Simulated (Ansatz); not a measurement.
Mulliken charges of CH5NOSi (`N=C[SiH2]O`) from B3LYP/def2-TZVPP in Ansatz (PBE0-D4/def2-TZVP geometry).

```tsv
atom	x (Å)	y (Å)	z (Å)	charge (e)
N1	-0.890	0.806	-1.014	-0.285
C2	0.300	0.706	-0.579	-0.100
Si3	0.533	-0.637	0.735	0.566
O4	-0.955	-1.293	0.916	-0.419
H5	-0.996	1.535	-1.721	0.144
H6	1.113	1.350	-0.943	0.078
H7	1.033	-0.030	1.997	-0.094
H8	1.531	-1.635	0.268	-0.094
H9	-1.581	-0.850	0.325	0.204
```

Q: By hand: the dipole of these point charges (1 e Å = 4.8032 D).

A: Σ q r = (0.305, 0.190, -0.089) e Å, of length 0.370 e Å = 1.78 D.

Q: How does the dipole of the full density compare? (Estimate.)

A: Computed: (0.256, 0.421, -0.317) e Å, 2.81 D; the point charges give 0.63 times that, at 31° from its direction.

Point charges leave out the atoms' own dipoles, such as those of lone pairs, and Mulliken's split depends on the basis, so the two needn't agree.

B3LYP here is the variant with VWN-RPA as its local correlation; programs differ in this.
